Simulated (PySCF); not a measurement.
**Relaxation of doublet RuOCl**

Method: PySCF, UPBE0, basis Ru def2-TZVP with ECP28, O def2-TZVP, Cl def2-TZVP (scalar-relativistic core potentials, no spin–orbit coupling, density fitting). A (50,194) grid was used.

A hand-made linear start, of C∞v symmetry, held to at least that symmetry:

```xyz
3
charge 0 multiplicity 2, angstrom
Ru    0.0000    0.0000   -0.3335
O     0.0000    0.0000   -2.0435
Cl    0.0000    0.0000    1.9065
```

Optimiser trace:
```
step  E − E(last) (kJ/mol)  largest gradient (Eh/bohr)
   0                 15.95                     0.06591
   1                  0.37                     0.01306
   2                  0.02                     0.00166
   3                  0.00                     0.00003
```

It ends at C∞v with Ru–Cl 2.205 Å, Ru–O 1.625 Å; Cl–Ru–O 180.0°. No frequency check is given, so it may be a saddle point. A symmetry-breaking gradient of 0.0033 Eh/bohr is left: the electronic state wants a lower symmetry.

Final geometry:
```xyz
3
charge 0 multiplicity 2, angstrom
Ru    0.0000    0.0000   -0.3503
O     0.0000    0.0000   -1.9752
Cl    0.0000    0.0000    1.8550
```

Open d and f shells are described by one determinant, and the ground state may have another occupation or spin. At this level a quartet minimum of Cs symmetry lies 44 kJ/mol below this structure.
